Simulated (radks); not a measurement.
Spin polarisation of the 5d9 shell in the mercury ion Hg3+. Start: [Xe] 4f14 5d(up 4.5, down 4.5); electrons of 5d are moved from spin down to spin up, other shells keep equal spins. Method: scalar-relativistic Kohn-Sham, r2SCAN, spin-polarised, spherical densities, finite nucleus; meta-GGA in the generalised Kohn-Sham scheme; Fermi nuclear charge, rms radius of each element as measured or else 0.836 A^(1/3) + 0.57 fm; computed with a radial shooting solver on a logarithmic mesh with Libxc functionals.

moment (Bohr magnetons)  E - E(0) (eV)  e(5d up) (eV)  e(5d down) (eV)  5p down minus up (eV)  4f down minus up (eV)
0                                0.000        -42.774          -42.774                 0.000                  0.000
0.25                            -0.014        -42.889          -42.657                  0.213                  0.038
0.5                             -0.058        -43.002          -42.538                  0.425                  0.075
0.75                            -0.130        -43.113          -42.418                  0.638                  0.113
1                               -0.232        -43.222          -42.295                  0.850                  0.151

At moment 1 the spin-polarisation energy is -0.232 eV and the 5d exchange splitting 0.927 eV, that is 0.927 eV per Bohr magneton; E = -I m^2/4 would give I = 0.926 eV.
